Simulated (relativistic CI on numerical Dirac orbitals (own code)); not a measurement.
## Transition arrays of Te8+

These numbers are calculated, not measured: Dirac-Coulomb-Breit CI, orbitals from a KLI potential per configuration, model QED (radiative potential, 1s self-energy scaled to tabulated hydrogen-like ionisation energies), valence Slater integrals scaled by 0.9, whole transition arrays (own radial code, finite nucleus).

CI space (outside the closed core [Ar] 3d10 4s2): 4p6.4d8, 4p6.4d7.4f, 4p5.4d9, 4p6.4d7.5p, 4p6.4d7.5f. Levels of other configurations are missing.

All E1 lines from the levels of 4p6.4d8; mean and standard deviation are weighted by gf, and upper levels are sorted by their leading configuration.

```
Upper configuration  Lines    Σgf  Mean (eV)  Mean (nm)  σ (eV)  Strongest line (nm)
         4p6.4d7.4f    763  394.2      95.29     13.011    2.92               13.028
            4p5.4d9     23   29.4     100.29     12.363    3.30               12.309
         4p6.4d7.5p    461   43.3      68.90     17.994    1.73               18.258
         4p6.4d7.5f    721  102.7     118.87     10.430    2.16               10.231
```

Σgf per state of the lower configuration in bins of 0.2 nm over the central range (centre: value): 10.3: 1.24, 10.5: 0.70, 10.7: 0.12, 10.9: 0.11, 11.1: 0.04, 11.9: 0.04, 12.1: 0.13, 12.3: 0.58, 12.5: 0.50, 12.7: 0.99, 12.9: 2.35, 13.1: 3.49, 13.3: 0.98, 13.5: 0.15, 17.5: 0.08, 17.7: 0.10, 17.9: 0.24, 18.1: 0.19.

**Question.** How do configuration mixing and the scaling of the Slater integrals move the arrays?

**Answer.** Slater scale 0.9, no configuration mixing: 4p6.4d7.4f 95.3 ± 3.2 eV (Σgf 435.3), 4p5.4d9 86.6 ± 5.7 eV (Σgf 52.2), 4p6.4d7.5p 68.9 ± 1.7 eV (Σgf 49.8), 4p6.4d7.5f 116.8 ± 2.0 eV (Σgf 3.2); Slater scale 1: 4p6.4d7.4f 97.0 ± 3.5 eV (Σgf 400.3), 4p5.4d9 101.2 ± 6.0 eV (Σgf 20.2), 4p6.4d7.5p 68.9 ± 1.9 eV (Σgf 40.7), 4p6.4d7.5f 119.3 ± 2.4 eV (Σgf 119.5); Slater scale 0.8: 4p6.4d7.4f 93.3 ± 2.6 eV (Σgf 380.8), 4p5.4d9 98.9 ± 2.0 eV (Σgf 44.9), 4p6.4d7.5p 68.8 ± 1.5 eV (Σgf 44.0), 4p6.4d7.5f 118.5 ± 1.9 eV (Σgf 88.8). With mixing, levels are counted to their leading configuration, so an array can shrink or vanish into another, and the sums then hold other lines.
